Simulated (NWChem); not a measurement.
**Basis-set convergence for ClFSn**

```xyz
3

Sn    -0.5017     0.2324     0.0000
F      0.7984     1.6903     0.0000
Cl     1.0529    -1.5783     0.0000
```
Charge 0, spin multiplicity 1.

The numbers come from NWChem runs, not from measurements. All single points use one geometry, from PBE0/def2-SVP with def2 effective core potentials on Sn, a minimum by its harmonic frequencies.

Quantity: first vertical ionisation energy at the level G0W0@PBE0.

Effective core potentials replace the inner electrons of Sn; spin-orbit coupling is left out. GW and range-separated runs recompute their integrals, the others keep them in memory, which bears on the times. The structure started from a generated list of species.

Relative cost: rough, from shared machines, SCF included, def2-SVP = 1.

```tsv
basis	functions	first vertical ionisation energy (eV)	relative cost
def2-SVP	58	9.72	1
def2-SVPD	82	9.97	under 3
def2-TZVP	118	10.34	5
def2-TZVPP	123	10.36	5
def2-TZVPD	142	10.35	8
def2-QZVP	209	10.58	40
```

Smallest basis within 0.1 eV of def2-QZVP, the largest set run: no smaller one. def2-QZVP isn't the basis-set limit itself, and a small set can land close by cancellation.
